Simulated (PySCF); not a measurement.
CH3Cl2OTa, SMILES [CH3][Ta](=[O])([Cl])[Cl], multiplicity 1. Atoms are numbered in the order given.

```xyz
8

Ta     0.0987     0.1288     0.0000
O      1.6590     0.8473     0.0000
Cl    -0.2711    -0.9922    -1.9956
Cl    -0.2711    -0.9922     1.9956
C     -1.1777     1.8467     0.0000
H     -0.9776     2.4660    -0.8917
H     -2.2385     1.5403     0.0000
H     -0.9776     2.4660     0.8917
```
Charge 0, spin multiplicity 1.

The structure is a stationary point at B3LYP-D3(BJ)/def2-SVP. The multiplicity is an assumed one; no other spin state was optimised. The structure was generated by enumeration; whether it is a known compound was not checked. The def2 effective core potentials stand for the cores of Ta; spin–orbit coupling is left out.

These are B3LYP-D3(BJ)/def2-SVP (PySCF) values and carry that method's errors.

Frequencies are harmonic and unscaled.

**Question.** Estimate the vibrational spectrum. (An estimate is asked for; the answer gives what the named calculation found.)

**Answer.** 
```tsv
mode	ν (cm⁻¹)	IR (km/mol)	Raman (Å⁴/amu)	depolarisation	moving atoms (share of kinetic energy)
1	96	3.0	1.9	0.75	Cl 79 %, Ta 15 %
2	120	2.8	1.0	0.75	Cl 44 %, Ta 23 %, C 16 %, H 8 %, O 8 %
3	139	0.3	3.1	0.75	C 45 %, H 31 %, Cl 20 %
4	157	0.0	0.3	0.75	H 94 %
5	212	2.7	2.1	0.75	O 77 %, Cl 19 %
6	221	5.2	2.4	0.73	O 61 %, C 16 %, H 15 %
7	385	24.8	7.6	0.07	Cl 89 %, Ta 10 %
8	403	69.7	0.8	0.75	Cl 68 %, Ta 25 %
9	540	39.7	13.5	0.14	C 69 %, H 22 %, Ta 8 %
10	559	16.8	3.2	0.75	H 78 %, C 18 %
11	650	5.7	3.2	0.75	H 78 %, C 20 %
12	1008	133.5	20.2	0.05	O 91 %, Ta 8 %
13	1197	8.3	1.1	0.64	H 79 %, C 21 %
14	1394	11.2	16.2	0.75	H 94 %
15	1398	12.6	15.5	0.71	H 95 %
16	3007	4.8	160.5	0.01	H 97 %
17	3108	0.2	81.8	0.75	H 91 %, C 9 %
18	3111	1.3	75.9	0.74	H 91 %, C 9 %
```
